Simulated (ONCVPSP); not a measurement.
## What one change does to a pseudopotential (palladium (Pd), ONCV)

ONCVPSP 4.0.1 input, shortened (lines: element, Z, core and valence counts, functional; n l f; lmax; l rc ep ncon nbas qcut; lloc lpopt rc5 dvloc0; l nproj debl; icmod fcfact rcfact), PW91, fully relativistic:

```
  Pd 46.00    6    3  -109134      upf
    1    0    2.00
    2    0    2.00
    2    1    6.00
    3    0    2.00
    3    1    6.00
    3    2   10.00
    4    0    2.00
    4    1    6.00
    4    2   10.00
    2
    0    1.10    0.00    4    9    7.10
    1    1.40    0.00    4    9    8.80
    2    1.25    0.00    5    9    8.10
    4    5    0.95    0.00
    0    2    1.30
    1    1    0.80
    2    3    2.40
    3    4.75    1.35
```

Open shells are filled in proportion to 2j + 1.

In the s channel the program set the typed energies aside and used -3.137, 0.250 Ha.

All-electron outer shells of the reference configuration (PW91, scalar-relativistic, ld1.x):

| shell | level (eV) | outermost node (bohr) | outermost maximum (bohr) |
| --- | --- | --- | --- |
| 4s | -85.41 | 0.45 | 0.85 |
| 4p | -51.27 | 0.46 | 0.91 |
| 4d | -4.11 | 0.45 | 1.10 |

Change: core correction Teter function, fcfact 4.75, rcfact 2.06.

Cutoffs: the cutoffs (Ha) at which the residual kinetic energy of the hardest occupied pseudo-wave falls to 1 and 0.1 mHa per electron; they do not see the model core or the augmentation charge, which bear on the density cutoff. Errors are all-electron minus pseudo energies relative to the spin-unpolarised reference configuration.

Q: What does the change do?

A: The potential gets neither clearly harder nor softer (116 Ha and 197 Ha → 116 Ha and 197 Ha); both files keep a bound ghost (d); of the 3 tests that both files solve, the error grows in 3 and shrinks in 0 by more than 15 % and 0.3 meV (median size 1.5 → 18.3 meV). A model core, the more so a compact one, raises the density cutoff, which this test does not measure.

```csv
quantity,base,changed
"cutoff, loose",116 Ha,116 Ha
"cutoff, tight",197 Ha,197 Ha
bound ghosts,d5/2,d5/2
GHOST(+) flags under 300 eV,s at 224.9 eV,s at 224.9 eV
tests with a reliable result,3 of 4,3 of 4
"error for 4s2 4p6 4d9, meV [ΔE 9.19 eV]",+0.3,-2.3
"error for 4s2 4p6 4d8, meV [ΔE 30.09 eV]",+1.5,-18
"error for 4s1 4p6 4d10, meV [ΔE 91.63 eV]",-32,-39
s: phases at 1.12 bohr within 0.05 rad from the reference energy up to (Ha; the scan ends near 5),to the end of the scan,to the end of the scan
p3/2: phases at 1.42 bohr within 0.05 rad from the reference energy up to (Ha; the scan ends near 5),1.3,1.3
p1/2: phases at 1.42 bohr within 0.05 rad from the reference energy up to (Ha; the scan ends near 5),1.2,1.2
d5/2: phases at 1.27 bohr within 0.05 rad from the reference energy up to (Ha; the scan ends near 5),to the end of the scan,to the end of the scan
d3/2: phases at 1.27 bohr within 0.05 rad from the reference energy up to (Ha; the scan ends near 5),to the end of the scan,to the end of the scan
"rms error of d²Exc/dni dnj with the model core, mHa",4.99,2.65
```

 A true bound ghost makes a file unfit for plane-wave use even where its test errors are small: the radial tests pick states by their node count and pass the ghost by.
